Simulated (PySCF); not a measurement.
Problem. Write a Z-matrix for InChI=1S/C3H10OSi/c1-4-3-5-2/h3,5H2,1-2H3 as optimised with PBE0-D3(BJ)/def2-SVP.

Solution. 
Z-matrix in Å and degrees, rows numbered from 1:
```
C 
O   1  1.3934
C   2  1.4028  1  113.69
Si  3  1.8975  2  107.62  1   179.66
C   4  1.8748  3  109.38  2    55.13
H   1  1.1084  2  111.89  3   -60.37
H   1  1.1086  2  111.88  3    60.66
H   1  1.0994  2  108.07  3  -179.86
H   3  1.1112  2  111.54  1    58.31
H   3  1.1121  2  111.31  1   -59.83
H   4  1.4956  3  109.05  2   -66.02
H   4  1.4989  3  107.97  2   176.64
H   5  1.1009  4  110.82  3    64.11
H   5  1.1006  4  108.98  3   -54.69
H   5  1.1003  4  111.89  3  -174.90
```

O2 (ether oxygen) is bent (angle 113.7°). The 2 C–Si bonds span 1.875 Å (Si4–C5, drawn single) to 1.897 Å (C3–Si4, drawn single), a spread of 0.022 Å. Si4 (SiH2 silicon) is tetrahedral (angles from 108.0° to 111.5°). Of the pairs four or more bonds apart, H6···H9 is among the closest relative to their van der Waals radii: 2.45 Å, 102 % of the sum of Bondi's values.

Theory: PBE0-D3(BJ)/def2-SVP geometry optimisation, gas phase (PySCF 2.14.0).

Point group: C1 (no symmetry element, even within 0.4 Å). Not checked by PBE0-D3(BJ)/def2-SVP frequencies. The numbers are those of one conformer (C1–O2–C3–Si4 180°, O2–C3–Si4–C5 55°).
